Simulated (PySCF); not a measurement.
CSi (SMILES [C]=[Si]), triplet (typed; the unrestricted solution is spin-contaminated), geometry from GFN2-xTB. Base run: HF/cc-pVTZ (PySCF).

Here is a job for PySCF.
```python
from pyscf import gto, scf

mol = gto.Mole()
mol.atom = '''
    Si   -0.000000   -0.000000   -0.516503
    C     0.000000    0.000000    1.205175
'''
mol.basis = 'cc-pvtz'
mol.charge = 0
mol.spin = 2
mol.verbose = 4
mol.build()

mf = scf.UHF(mol)
mf.kernel()
mf.analyze()
```

Variants of this job, named by their change:

| change | basis functions | E (Eh) | HOMO (eV) | dipole (D) |
|---|---|---|---|---|
| base | 64 | -326.64419 | -8.36 | 0.51 |
| basis = x2c-SVPall; relativity = spin-free X2C | 32 | -327.10576 | -8.34 | 0.40 |
| basis = jorge-DZP-DKH; relativity = spin-free X2C; nucleus = Gaussian (with mol.nucmod = 'G') | 39 | -327.24307 | -8.32 | 0.52 |
| basis = ANO-RCC-VDZP; relativity = spin-free X2C | 32 | -327.25981 | -8.36 | 0.54 |
| basis = x2c-SVPall; relativity = none | 32 | -326.43458 | -8.35 | 0.38 |
| basis = ANO-RCC-VDZP; relativity = none | 32 | -326.50337 | -8.37 | 0.52 |
| basis = x2c-SVPall; relativity = spin-free X2C; nucleus = Gaussian (with mol.nucmod = 'G') | 32 | -327.10559 | -8.34 | 0.40 |
| basis = ANO-RCC-VDZP; relativity = spin-free X2C; nucleus = Gaussian (with mol.nucmod = 'G') | 32 | -327.25962 | -8.36 | 0.54 |
| basis = jorge-DZP-DKH; relativity = none | 39 | -326.54598 | -8.34 | 0.49 |
| basis = jorge-DZP-DKH; relativity = spin-free X2C | 39 | -327.24326 | -8.32 | 0.52 |

Total energies compare only within one method and basis.

Open shells are given as the SCF converged; they aren't shown to be the lowest states, and a large step between rows can be another state.

Basis sets contracted for a relativistic Hamiltonian are a mismatch without it, so the rows without relativity aren't non-relativistic limits. No row has spin-orbit coupling; sets with core potentials leave out the core electrons.
